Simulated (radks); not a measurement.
Ni I, 28 electrons, occupied as [Ar] 3d9 5p1 (not the ground configuration). All-electron calculation, scalar-relativistic Kohn-Sham, r2SCAN, spin-polarised, spherical densities, finite nucleus; open shells are filled with parallel spins first; meta-GGA in the generalised Kohn-Sham scheme; Fermi nuclear charge, rms radius 3.7757 fm. Program: a radial shooting solver on a logarithmic mesh with Libxc functionals.

Normalised radial functions P(r) = r R(r), r in bohr:

r	3p down
0.008597	0.0170
0.01174	0.0299
0.01604	0.0519
0.0221	0.0896
0.03019	0.1481
0.04124	0.2351
0.05634	0.3528
0.07697	0.4893
0.106	0.6069
0.1448	0.6212
0.1978	0.4385
0.2703	0.0097
0.3722	-0.5922
0.5084	-1.0801
0.6946	-1.2056
0.949	-0.9469
1.296	-0.5357
1.785	-0.2054
2.439	-0.0514
3.332	-0.0072
4.552	-0.0005
6.219	0.0000
8.564	0.0000
11.7	0.0000
15.98	0.0000
21.84	0.0000
29.83	0.0000

3p down: eigenvalue -73.243 eV, 1 radial node at r = 0.272 bohr, <r> = 0.786 bohr, 90 % of the charge inside 1.22 bohr.
